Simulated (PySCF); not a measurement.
**In: excitation energy**

In [Kr] 4d10 5s2 5p1 (2P) → In [Kr] 4d10 5s1 5p2 (4P), as a difference of total energies. Calculation: PySCF 2.14, in aug-cc-pVQZ-PP with one added diffuse shell each of s, p, d, f, g type with ECP28MDF (8s8p6d4f3g, 117 functions); scalar relativity through the core potential. Correlated levels: valence: 4s2 4p6 4d10 frozen. The calculations carry no spin-orbit coupling.

```
           method  excitation energy (eV)  error (eV)
              UHF                   2.885      -1.465
              LDA                   4.966      +0.616
              PBE                   4.722      +0.372
             PBE0                   4.369      +0.019
           r2SCAN                   4.293      -0.057
             MN15                   4.842      +0.492
          r2SCAN0                   4.111      -0.239
          r2SCANh                   4.219      -0.131
    MP2 (valence)                   3.552      -0.798
SCS-MP2 (valence)                   3.809      -0.541
```

Reference: 4.350 eV (measured; NIST levels, between the centres of gravity of the two terms).

Errors of the correlated levels include the incompleteness of this basis and the frozen core.
